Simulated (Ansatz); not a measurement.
A nudged elastic band was laid between two geometries of C4H10AlNSi (17 atoms, charge 0, multiplicity 1).

Method: RKS PBE0-D4/6-31G (Ansatz).

```yaml
movable_images: 5
climbing_image: yes
spring: 5.0 eV/Å²
optimiser: quadratic models (default)
start_path: through a guess of the saddle point
force_threshold: 0.03 eV/Å
iteration_limit: 39
end_points: relaxed
```

Image 0:

```xyz
17
Properties=species:S:1:pos:R:3
C 0.503 -2.216 0.324
C 0.848 -0.920 0.460
N 1.843 -0.462 1.318
Si -0.131 0.461 -0.434
C -0.689 -0.055 -2.181
C -1.502 1.224 0.739
Al -0.058 2.575 0.682
H -0.324 -2.515 -0.309
H 1.017 -3.015 0.856
H 2.314 0.401 1.101
H 2.352 -1.122 1.887
H -1.294 -0.968 -2.124
H 0.177 -0.249 -2.819
H -1.293 0.732 -2.641
H -2.437 1.477 0.222
H -1.729 0.666 1.652
H 0.385 3.985 1.305
```

Image 6:

```xyz
17
Properties=species:S:1:pos:R:3
C 0.506 -2.217 0.321
C 0.848 -0.920 0.460
N 1.839 -0.461 1.321
Si -0.131 0.460 -0.435
C -0.691 -0.056 -2.181
C -1.501 1.225 0.739
Al -0.055 2.575 0.681
H 1.021 -3.014 0.855
H -0.319 -2.517 -0.314
H 2.310 0.402 1.106
H 2.347 -1.121 1.891
H -1.295 -0.969 -2.124
H 0.175 -0.248 -2.821
H -1.296 0.731 -2.639
H -2.436 1.478 0.222
H -1.728 0.668 1.653
H 0.389 3.985 1.304
```

Q: What changes between the two ends?

A: No bond is made or broken. The dihedral H8–C1–C2–Si4 goes from 1 to -177°. The two ends are copies of one structure, up to a mirror image or an exchange of like atoms.

Q: Give the energies along the band, and the barrier.

A: The run converged. The highest image is number 3 of 0 to 6, 231.6 kJ/mol above the ends, which have the same energy within 2 meV. Neighbouring images differ by up to 1.9 eV, so the band resolves the path poorly. A vibrational analysis at the climbing image gives one clearly imaginary mode, 1414i cm⁻¹: a first-order saddle point. Limits of this set-up: no polarisation functions.

```
image  path coordinate (Å)  energy (kJ/mol)  dihedral H8–C1–C2–Si4 (°)
    0                 0.00              0.0                          1
    1                 1.06              1.9                          4
    2                 2.13             67.7                         45
    3                 3.19            231.6                         71
    4                 4.38             44.9                        141
    5                 5.57              0.7                       -180
    6                 6.76              0.0                       -177
```

Q: What is the geometry of the highest image?

A: 
```xyz
17
Properties=species:S:1:pos:R:3
C 0.327 -2.157 0.581
C 0.952 -0.894 0.447
N 2.147 -0.668 0.943
Si 0.035 0.645 -0.426
C -0.533 -0.007 -2.131
C -1.444 1.098 0.784
Al -0.384 2.772 0.596
H 0.199 -2.722 -0.344
H -0.547 -2.188 1.232
H 2.601 0.237 0.840
H 2.609 -1.436 1.429
H -0.831 -1.056 -2.018
H 0.261 0.070 -2.879
H -1.395 0.570 -2.477
H -2.420 1.045 0.286
H -1.497 0.568 1.743
H -0.103 4.121 1.433
```

The band took 16 iterations and about 14 core-minutes.

Time of the run: 14 min on 1 thread of Arm Neoverse V1, with other jobs on the host, peak memory 0.26 GiB.
